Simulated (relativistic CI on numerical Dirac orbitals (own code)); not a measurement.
Slater and spin-orbit integrals, Nd¹⁵⁺

Calculated at this level of theory: Dirac-Coulomb-Breit CI, KLI orbitals optimised for each configuration, a model potential for QED, unscaled Slater integrals (own radial code, finite nucleus).

Slater integrals F^k, G^k are unscaled and averaged over j, outside the closed core [Ar] 3d10; ζ comes from projecting the Hamiltonian with its Breit term on Σ l·s of the shell.

- 4s2 4p6 4d9: ζ(4d) = 14232 cm⁻¹; <r>(4d) = 0.6569, <r^2>(4d) = 0.4944 (bohr units).
- 4s2 4p5 4d10: ζ(4p) = 129980 cm⁻¹; <r>(4p) = 0.6195, <r^2>(4p) = 0.4344 (bohr units).
- 4s2 4p6 4d8 4f: F^2(4d,4d) = 154320, F^4(4d,4d) = 104160, ζ(4d) = 14277, F^2(4d,4f) = 147060, F^4(4d,4f) = 96019, G^1(4d,4f) = 169720, G^3(4d,4f) = 110440, G^5(4d,4f) = 79250, ζ(4f) = 1414.2 cm⁻¹; <r>(4d) = 0.6564, <r^2>(4d) = 0.4938, <r>(4f) = 0.6984, <r^2>(4f) = 0.5671 (bohr units).

(1) Give the Racah parameters of the d shell in 4s2 4p6 4d8 4f.

Averages of the first 10 configurations, taken without configuration mixing, which lowers the lowest level and can move excited configurations by several eV; other configurations of the list can lie among them:

```tsv
Configuration	Parity	States	Average energy above the lowest level (eV)
4s2 4p6 4d9	even	10	3.1
4s2 4p5 4d10	odd	6	129.6
4s2 4p6 4d8 4f	odd	630	130.4
4s 4p6 4d10	even	2	214.3
4s2 4p6 4d8 5s	even	90	139.3
4s2 4p5 4d9 4f	even	840	255.2
4s2 4p6 4d8 5p	odd	270	168.3
4s 4p6 4d9 4f	odd	280	340.2
4s2 4p6 4d7 4f 5s	odd	3360	267.6
4s2 4p6 4d8 5d	even	450	210.8
```

Answers

(1) B = F²/49 − 5F⁴/441 = 1969 cm⁻¹ and C = 35F⁴/441 = 8267 cm⁻¹.
